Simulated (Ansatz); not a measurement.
Diatomic LiBe, multiplicity 2 (lowest of 2S+1 = 2, 4 at CCSD(T)/def2-TZVPP on PBE0 minima; our sources give no spin for the ground state, which may be another). The T1 diagnostic near the minimum is 0.076, so single-reference values are doubtful.

D_e counts from the fitted minimum to each atom's lowest state at the same level, without counterpoise.

Correlated levels freeze the inner cores; with def2 sets outer-core shells near the valence are correlated too.

Programs: Ansatz (Gaussian basis) for Hartree–Fock, density functionals and correlated methods. 

**Question.** What is the computed bond energy D_e (CCSD(T)/def2-TZVPP)?

**Answer.** 19 kJ/mol

**Question.** What bond energy D_e does B3LYP/def2-TZVPP give?

**Answer.** 43 kJ/mol

**Question.** What bond energy D_e does CCSD(T)/aug-cc-pVTZ give?

**Answer.** 26 kJ/mol

Doubts at one or more of the structures used: T1 above 0.05 (CCSD(T)/aug-cc-pVTZ, CCSD(T)/def2-TZVPP); a spin-contaminated determinant (CCSD(T)/aug-cc-pVTZ, CCSD(T)/def2-TZVPP).

Ansatz is a first-principles code.
